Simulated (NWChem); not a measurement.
System: C2H2Cl, doublet; SMILES [CH]=CCl

The following NWChem deck was run.

```
start job
memory heap 200 mb stack 700 mb global 900 mb
geometry units angstroms noautoz
  C     -0.270185     1.723922     0.000000
  C      0.503428     0.668803     0.000000
  Cl    -0.110954    -0.969424     0.000000
  H     -1.319842     2.007224     0.000000
  H      1.597104     0.712484     0.000000
end
basis spherical
  * library def2-tzvp
end
dft
  odft
  mult 2
  xc bhlyp
  iterations 150
  mulliken
end
task dft energy
```

In the optimisation the excess spin sits in a' (Cs, its own frame). All runs use the structure optimised with PBE0/def2-SVP, spin-unrestricted. No stability test was run on the SCF state.

Predict the main results of this run. (BHandHLYP/def2-TZVP, spin-unrestricted.) Quantities: energy (Ha); highest occupied level (eV); lowest empty minus highest occupied level, either spin (eV); dipole (D); <S²>.

The energy (Ha) is -537.49, the highest occupied level (eV) is -8.68 and the lowest empty minus highest occupied level, either spin (eV) is 7.05. The dipole (D) comes out as 0.97 and the <S²> comes out as 0.772.
